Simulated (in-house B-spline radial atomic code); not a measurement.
**RPA and G0W0 on LDA VWN5: Re²⁺**

Configuration [Xe] 4f14 5d5, highest spin, mean-field start LDA VWN5. Computed with a B-spline radial code for spherical atoms: all electrons, scalar-relativistic (spin-free one-electron X2C), finite nucleus, each spin shell either full or empty, empty states to l = 9 with an (l + 1/2)⁻⁴ tail; G0W0 by contour deformation at full frequency.

Without the two-electron picture change, the correlation of inner shells comes somewhat too large for so heavy an element.

Command:
```bash
python run_gw.py task.json out
```
Settings (radii: box in bohr, nucleus in fm):
```
Z                        75
electrons                73
configuration            [Xe] 4f14 5d5
hamiltonian              x2c
method                   lda,vwn
lmax                     9
rms_radius               5.3698
spin_polarised           True
box_radius               17.55
intervals                68
```

Cost of the run: 14 s on 1 thread of Arm Neoverse N1 (shared host).

Energies (hartree):

```json
{"term": "mean-field total", "value": "-16682.22963"}
{"term": "Hartree-Fock functional on these orbitals", "value": "-16687.50589"}
{"term": "direct second order", "value": "-7.7069"}
{"term": "second-order exchange", "value": "1.9263"}
{"term": "SOSEX correction", "value": "1.7909"}
```

Question: What is the RPA correlation energy, and what remains with SOSEX?

Answer: RPA gives -6.6142 hartree (-2.47 eV per electron); RPA + SOSEX gives -4.8233, and the second-order doubles -5.7807 hartree (no singles). RPA lacks exchange-type terms and so overcorrelates at short range.

Quasi-particle levels (eV):

| level | occupied | mean field | Σx - vxc | Σc | QP weight | G0W0 |
| --- | --- | --- | --- | --- | --- | --- |
| 5d up | yes | -22.809 | -5.74 | ? | ? | ? |
| 6s up | no | -21.179 | 5.72 | -1.95 | 0.926 | -17.412 |

G0W0 = mean field + (Σx - vxc) + Σc, with Σc (partial-wave tail included) taken at the quasi-particle energy. Only the outer levels were computed. Levels of low weight are left out.

Question: Where does G0W0 put 5d up?

Answer: At -28.677 eV, with Σc = -0.13 eV and a quasi-particle weight of 0.884. The tabulated removal energy is 27 ± 1.6 eV (NIST, tabulated theory); the calculation leaves out spin-orbit coupling, Breit and QED terms, and what these don't explain is the method's own error.
